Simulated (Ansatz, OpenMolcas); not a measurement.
Worked example: vertical ionisation energy of GeClF (SMILES [F][Ge][Cl])

The species is GeClF (3 atoms), meant as a singlet with charge 0. SMILES: `[F][Ge][Cl]`. The shape is that of a PBE0-D4/def2-TZVP optimisation.

```jsonl
{"atom": "F", "x (Å)": "0.1104", "y (Å)": "1.4187", "z (Å)": "0.2062"}
{"atom": "Ge", "x (Å)": "-0.7628", "y (Å)": "0.0356", "z (Å)": "-0.4103"}
{"atom": "Cl", "x (Å)": "0.6416", "y (Å)": "-1.5191", "z (Å)": "0.1910"}
```

Both states at this one shape; open shells run unrestricted unless said. 1 Eh = 27.2114 eV.

```
                                  level     program  singlet GeClF (Eh)  doublet GeClF+ (Eh)
                       revPBE/def2-TZVP      Ansatz        -2636.914990         -2636.527889
                         TPSS/def2-TZVP  OpenMolcas        -2637.188165         -2636.797619
     B3LYP/6-31G* (spherical functions)      Ansatz        -2636.877466         -2636.478937
CCSD/def2-TZVP, 15 core orbitals frozen      Ansatz        -2635.121713         -2634.722963
```

Task: Work out the vertical ionisation energy at each level.

Result: 
1. revPBE/def2-TZVP: -2636.527889 − (-2636.914990) = 0.387101 Eh = 10.53 eV.
2. TPSS/def2-TZVP: -2636.797619 − (-2637.188165) = 0.390546 Eh = 10.63 eV.
3. B3LYP/6-31G* (spherical functions): -2636.478937 − (-2636.877466) = 0.398529 Eh = 10.84 eV.
4. CCSD/def2-TZVP: -2634.722963 − (-2635.121713) = 0.398750 Eh = 10.85 eV.

No measured value is set beside it here; the levels span 10.53 to 10.85 eV. All-electron rows are non-relativistic unless named.
